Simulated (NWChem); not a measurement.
Species: C2H7FOSi; SMILES C([SiH2]CF)O

```xyz
12

O      0.9836    -2.0524     0.2926
C     -0.2435    -1.7302    -0.3693
Si    -0.8090     0.0332     0.1160
C      0.5980     1.2444    -0.3350
F      0.3376     2.5171     0.1719
H      0.7908    -2.0951     1.2476
H     -0.0354    -1.7667    -1.4606
H     -1.0462    -2.4877    -0.1927
H     -2.0968     0.4427    -0.5479
H     -0.9935     0.0668     1.6112
H      0.7295     1.3076    -1.4404
H      1.5562     0.8595     0.0831
```
Atoms are numbered in this order, from 1.

Results from NWChem. Pople sets run with spherical d functions. Structure relaxed at the PBE-D3(BJ)/def2-SVP level. Not confirmed as a minimum by frequencies. Atomic charges in e: unrestrained fits to the electrostatic potential beside Mulliken populations; buried atoms are poorly determined by the fit.

Problem. Estimate the computed values for Hartree-Fock/6-31G*. Quantities: ESP O1; Mulliken O1; ESP C2; Mulliken C2; ESP Si3; Mulliken Si3; ESP C4; Mulliken C4; ESP F5; Mulliken F5; relative RMS misfit of the potential (%).

Solution. 
```yaml
ESP O1: -0.66
Mulliken O1: -0.77
ESP C2: 0.22
Mulliken C2: -0.27
ESP Si3: 0.37
Mulliken Si3: 0.78
ESP C4: 0.28
Mulliken C4: -0.14
ESP F5: -0.33
Mulliken F5: -0.45
relative RMS misfit of the potential (%): 22
```
